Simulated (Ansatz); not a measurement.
`N[SiH](F)CCl` + `O[SiH2][SiH3]` → `O[SiH2][SiH2]CCl` + `N[SiH2]F`  (formal exchange of groups at a C–Si bond)

Isolated molecules relaxed with PBE0-D4/def2-TZVP in Ansatz; ΔE leaves out vibrations. CCSD(T)/CBS is the MP2 limit (def2-TZVPP, def2-QZVPP) plus CCSD(T) − MP2 in def2-TZVPP, frozen cores. DFT in def2-TZVPP. One conformer a species, not always the lowest.

| level | ΔE (kJ/mol) |
| --- | --- |
| PBE0 | 10.3 |
| CCSD/def2-TZVPP | 8.5 |

Question: What does CCSD(T)/CBS give? (Estimate.)

Answer: Computed: +7.2 kJ/mol. The listed levels differ from it by 3.1, 1.3 kJ/mol.

Largest T1 diagnostic among the species: 0.012.
